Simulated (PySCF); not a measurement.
# Substituent chemical shifts

Parent skeleton `[NH2:1][SiH3:2]`; one hydrogen on atom 2 is replaced by X. Hydrogens on one atom are averaged.

Computed data (PySCF): GIAO PBE0/pcSseg-1 shieldings, PBE0-D3(BJ)/def2-SVP geometry. Single conformer, in vacuum, one averaged value for each set of equivalent atoms, non-relativistic.

References, each an isolated molecule treated in the same way: 15N against NH3; TMS for 29Si and 1H.

Parent (X = H): N1 -3.0, Si2 -54.1, H(Si2) 4.65 ppm. Effects are Δδ = δ(X) − δ(H), positive for deshielding.

(1) Order these by the shift of H(Si2), most shielded first.
A. X = PH2
B. X = CHF2
C. X = NHSiH3
D. X = CF3

(2) Order these by the shift of Si2, most shielded first.
A. X = SSiH3
B. X = CHF2
C. X = BCl2
D. X = CONH2
E. X = CH2NH2
F. X = NHSiH3

(3) Order these by the shift of N1, most shielded first.
A. X = BCl2
B. X = PH2
C. X = CHO
D. X = NHSiH3
E. X = CHF2
F. X = CONH2

Answers

(1) D (-0.18 ppm), B (+0.01 ppm), C (+0.20 ppm), A (+0.57 ppm).

(2) C (-3.7 ppm), D (+0.6 ppm), B (+14.8 ppm), F (+18.6 ppm), E (+25.1 ppm), A (+33.1 ppm).

(3) A (+0.7 ppm), E (+4.1 ppm), C (+6.3 ppm), B (+9.8 ppm), F (+12.3 ppm), D (+26.2 ppm).

Experimental scales use liquid or dissolved standards, which lie at an offset from isolated NH3 (liquid NH3: subtract about 20 ppm).
